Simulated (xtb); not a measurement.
ClH3OS2Si, SMILES O[Si](S)(S)Cl. All values are semi-empirical tight-binding results from xtb (GFN2-xTB unless named), good for trends rather than for accurate numbers. Geometry: GFN2-xTB. This is a generated structure with no PubChem entry under its InChIKey; it may be hypothetical. One conformer was computed; it need not be the lowest.

Optimised geometry:

```xyz
8

O     -0.2264     0.1349     1.8246
Si    -0.0783     0.0050     0.2145
S      0.1867     1.9300    -0.7155
S      1.6976    -1.1885     0.0388
Cl    -1.7243    -0.8292    -0.5908
H     -0.9367     0.6186     2.2430
H      1.4022     2.1470    -0.2346
H      1.6063    -1.6814     1.2632
```

```json
{
  "orbital_gap": "5.04 eV",
  "zero_point_energy": "20.8 kcal/mol",
  "G − E(el) at 298.15 K (modified RRHO)": "-1.0 kcal/mol",
  "static polarisability (D4 model)": "90.0 bohr³",
  "solvation energy, GFN2-xTB/ALPB(water)": "-6.7 kcal/mol",
  "solvation energy, GFN2-xTB/ALPB(methanol)": "-10.0 kcal/mol"
}
```

Problem. Give the atomic charges and the Wiberg bond orders between heavy atoms. (An estimate is asked for; the answer gives what the named calculation found.)

Solution. charges (e) O1 -0.44, Si2 0.61, S3 -0.34, S4 -0.32, Cl5 -0.20, H6 0.33, H7 0.18, H8 0.18. Bond orders O1–Si2 1.20, Si2–S3 0.94, Si2–S4 0.95, Si2–Cl5 1.07.
